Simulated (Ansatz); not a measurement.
Cartesian coordinates in Å:
```
F -0.103 -0.636 -1.791
In 0.733 0.063 -0.169
Se -1.016 0.371 1.561
H 2.410 0.325 -0.215
H -2.025 -0.123 0.613
```

Charge 0, multiplicity 1. In takes the def2 core potential.

(1) List the CAM-B3LYP/def2-TZVPP orbital energies in eV (the Gaussian-basis code of Ansatz). (Estimate.)

Results:

(1) Ansatz gave: Occupied: -12353.08, -1582.27, -1420.48, -1420.46, -1420.41, -671.64, -214.86, -158.96, -158.88, -158.73, -130.09, -86.82, -86.56, -86.52, -59.78, -59.76, -59.63, -59.57, -59.55, -32.07, -23.90, -23.64, -23.61, -23.60, -23.46, -21.15, -14.13, -12.50, -11.95, -11.82, -11.31, -9.82, -8.79. Lowest empty: -0.79, -0.55, 0.51, 1.44, 1.98, 2.49, 3.24, 3.87.
